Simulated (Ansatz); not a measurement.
The cluster MgSe2, relaxed as a singlet with RKS PBE-D4/def2-TZVP in Ansatz, starting from the GFN1-xTB geometry. Force threshold 0.02 eV/Å.

The restricted singlet is unstable towards broken spin symmetry at other levels; at PBE-D4/def2-TZVP this wasn't settled. An occupied level of the charge 0 singlet lies above an empty one (by up to 0.55 eV), so this SCF solution is probably not the lowest. Another isomer (triplet) lies 1.75 eV lower at PBE0-D4/def2-TZVP; other spin states weren't run for this one.

Start:

| atom | x (Å) | y (Å) | z (Å) |
| --- | --- | --- | --- |
| Mg1 | 0.002 | -0.004 | 0.002 |
| Se2 | -0.255 | 1.160 | 1.984 |
| Se3 | 0.253 | -1.156 | -1.986 |

Problem. Estimate the energy that the relaxation releases and the steps that it takes.

Solution. 11.7 kJ/mol, in 3 steps; 2.3 s on 4 threads of Arm Neoverse V2 on a shared host. No frequencies were taken in this run, so the end may be a saddle point.

Problem. Does the start keep its bonding and symmetry?

Solution. By distances, no bond broke or formed. The bond that changes most is Mg1–Se3, from 2.31 to 2.42 Å (atoms count from 1). Point group D∞h at the start, D∞h at the end, both within 0.05 Å.

Problem. Predict the relaxed structure.

Solution. 
Cartesian coordinates in Å:
```
Mg 0.001 -0.002 0.001
Se -0.267 1.214 2.078
Se 0.266 -1.212 -2.080
```
Bond lengths: 2 × Mg–Se 2.42 Å.
